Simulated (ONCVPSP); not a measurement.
# Plane-wave convergence, ONCV potential for molybdenum (Mo)

ONCVPSP 4.0.1 input, shortened (lines: element, Z, core and valence counts, functional; n l f; lmax; l rc ep ncon nbas qcut; lloc lpopt rc5 dvloc0; l nproj debl; icmod fcfact rcfact), PBE, scalar-relativistic:

```
  Mo 42.00    6    4        4      upf
    1    0    2.00
    2    0    2.00
    2    1    6.00
    3    0    2.00
    3    1    6.00
    3    2   10.00
    4    0    2.00
    4    1    6.00
    4    2    5.50
    5    0    0.50
    2
    0    1.55    0.00    3    7    6.30
    1    1.30    0.00    5    8    5.20
    2    2.55    0.00    5   10    6.30
    4    5    0.85    6.00
    0    3    2.40
    1    1    3.50
    2    2    1.70
    0    0.00    0.00
```

For each optimised wave give the share of its norm inside rc, the residual kinetic energy above qcut (Ha) and the cutoffs (Ha) for errors of 10, 1, 0.1 and 0.01 mHa per electron.

```json
{"wave": "4s", "norm inside rc": "0.876", "residual KE": "1.1e-04", "10 mHa": "12.6", "1 mHa": "16.4", "0.1 mHa": "20.7", "0.01 mHa": "78.5"}
{"wave": "5s", "norm inside rc": "0.035", "residual KE": "3.9e-05", "10 mHa": "7.3", "1 mHa": "14.5", "0.1 mHa": "18.6", "0.01 mHa": "30.2"}
{"wave": "s projector 3", "norm inside rc": "0.093", "residual KE": "5.1e-04", "10 mHa": "13.8", "1 mHa": "18.7", "0.1 mHa": "30.1", "0.01 mHa": "53.6"}
{"wave": "4p", "norm inside rc": "0.605", "residual KE": "2.3e-02", "10 mHa": "23.2", "1 mHa": "94.3", "0.1 mHa": "113.7", "0.01 mHa": "126.6"}
{"wave": "4d", "norm inside rc": "0.745", "residual KE": "1.2e-06", "10 mHa": "11.0", "1 mHa": "13.9", "0.1 mHa": "16.2", "0.01 mHa": "18.4"}
{"wave": "d projector 2", "norm inside rc": "0.238", "residual KE": "1.6e-05", "10 mHa": "12.3", "1 mHa": "15.4", "0.1 mHa": "18.1", "0.01 mHa": "21.1"}
```

The occupied waves need 94 Ha and 114 Ha for 1 and 0.1 mHa.
